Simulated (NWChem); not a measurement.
C$_{2}$H$_{4}$BFO$_{2}$; SMILES OB(O)/C=C\F

```xyz
10

O     -0.3391     2.2779    -0.0037
B      0.0562     0.9621     0.0007
O      1.4058     0.7394     0.0027
C     -1.0006    -0.2141     0.0033
C     -0.6998    -1.5224     0.0014
F      0.5840    -1.9666    -0.0022
H     -1.3059     2.3671    -0.0051
H      1.5952    -0.2161     0.0046
H     -2.0857    -0.0103     0.0066
H     -1.4041    -2.3718     0.0027
```
Atoms are numbered in this order, from 1.

Program: NWChem. Pople sets run with spherical d functions. All runs use the structure optimised with PBE-D3(BJ)/def2-SVP. Atomic charges in e: unrestrained fits to the electrostatic potential beside Mulliken populations; buried atoms are poorly determined by the fit.

Estimate the computed values for Hartree-Fock/6-31G*. Quantities: ESP O1; Mulliken O1; ESP B2; Mulliken B2; ESP O3; Mulliken O3; ESP C4; Mulliken C4; ESP C5; Mulliken C5; relative RMS misfit of the potential (%).


```
Quantity                                  Result
----------------------------------------  ------
ESP O1                                     -0.75
Mulliken O1                                -0.74
ESP B2                                      1.00
Mulliken B2                                 0.85
ESP O3                                     -0.76
Mulliken O3                                -0.76
ESP C4                                     -0.70
Mulliken C4                                -0.53
ESP C5                                      0.28
Mulliken C5                                 0.27
relative RMS misfit of the potential (%)      16
```
